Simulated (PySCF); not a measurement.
How methods differ on the fine-structure interval of Er⁴⁹⁺

Er⁴⁹⁺ [Ar] 3d1 [3d3/2^1, M_J = 3/2] → Er⁴⁹⁺ [Ar] 3d1 [3d5/2^1, M_J = 5/2], as a difference of total energies. Computed with PySCF 2.14 in an uncontracted even-tempered set (15 s from 13 bohr⁻², ratio 2.8; 12 p from 16 bohr⁻², ratio 2.8; 8 d from 16 bohr⁻², ratio 2.8; 3 f from 50 bohr⁻², ratio 3), with the two-component X2C-1e Hamiltonian. Correlated levels: [Ne] frozen; the 72 highest virtual spinors dropped. "Screened" scales the spin-orbit matrix elements by Boettger's factors to mimic the two-electron term; Breit and QED terms are absent.

```csv
method,fine-structure interval (cm⁻¹)
GHF (screened spin-orbit),420480
GMP2 (screened spin-orbit),420910
GHF (bare spin-orbit),493570
```
